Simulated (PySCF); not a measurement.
Species: C₂H₇BF₂Si.
SMILES with atom numbers: `[F:1][B:2]([F:3])[CH2:4][CH2:5][SiH3:6]` (hydrogens: H7, H8 on C4; H9, H10 on C5; H11, H12, H13 on Si6)

Method: PBE0-D3(BJ)/def2-SVP geometry optimisation, gas phase (PySCF); density fitting, grid level 1; the optimiser is geomeTRIC in internal coordinates, started from a GFN2-xTB structure with every atom displaced at random (about 0.01 Å).

Geometry at step 3:
```
atom  x, y, z in Å
F1     -1.4408    1.8386   -0.4117
B2     -1.6094    0.8484    0.4478
F3     -2.3746    1.0832    1.5019
C4     -0.9953   -0.5717    0.2031
C5      0.2305   -0.6380   -0.7119
Si6     1.7616    0.2081   -0.0024
H7     -0.8001   -1.0450    1.1798
H8     -1.8256   -1.1649   -0.2254
H9      0.0120   -0.1870   -1.6909
H10     0.4991   -1.6884   -0.9164
H11     2.9065    0.0800   -0.9526
H12     2.1329   -0.4408    1.2951
H13     1.5046    1.6587    0.2654
```

**Question.** What forces act on the atoms?

**Answer.** 
| atom | Fx (eV/Å) | Fy (eV/Å) | Fz (eV/Å) |
| --- | --- | --- | --- |
| F1 | -0.054 | 0.050 | 0.083 |
| B2 | -0.002 | -0.206 | -0.034 |
| F3 | 0.065 | 0.106 | -0.106 |
| C4 | 0.046 | 0.084 | 0.040 |
| C5 | -0.034 | -0.036 | 0.100 |
| Si6 | 0.030 | -0.048 | 0.009 |
| H7 | 0.008 | -0.003 | 0.021 |
| H8 | -0.064 | -0.032 | -0.016 |
| H9 | -0.033 | 0.070 | -0.081 |
| H10 | 0.021 | 0.012 | -0.006 |
| H11 | 0.031 | 0.022 | 0.000 |
| H12 | 0.009 | 0.012 | -0.001 |
| H13 | -0.022 | -0.031 | -0.009 |

The largest, 0.21 eV/Å, acts on B2; the rms over all components is 0.058 eV/Å. The forces sum to zero within rounding, as they must for an isolated molecule in no field.

**Question.** Give the force on B2 in Eh/bohr and in nN.

**Answer.** 0.209 eV/Å ÷ 51.422 = 0.00406 Eh/bohr, and 0.209 eV/Å × 1.602 = 0.33 nN.

**Question.** How far is this geometry from the end of the optimisation?

**Answer.** 0.010 eV above it, and 0.082 Å rms away after alignment. The bonds farthest from their final lengths, with half the difference of the two atoms' forces along the bond (positive lengthens):

| bond | now (Å) | final (Å) | force along bond (eV/Å) |
| --- | --- | --- | --- |
| B2–C4 | 1.566 | 1.563 | -0.13 |
| C5–H9 | 1.100 | 1.103 | +0.10 |
| C4–H8 | 1.107 | 1.109 | +0.08 |
| B2–F3 | 1.324 | 1.321 | -0.02 |

The angle farthest from its final value is C5–Si6–H13, 111.2° against 109.8°.

What follows is the cost of the whole optimisation. Hardware: one thread, Arm Neoverse V1 (aarch64), shared host. Cost: 1.9 min, 0.51 GiB resident at most.
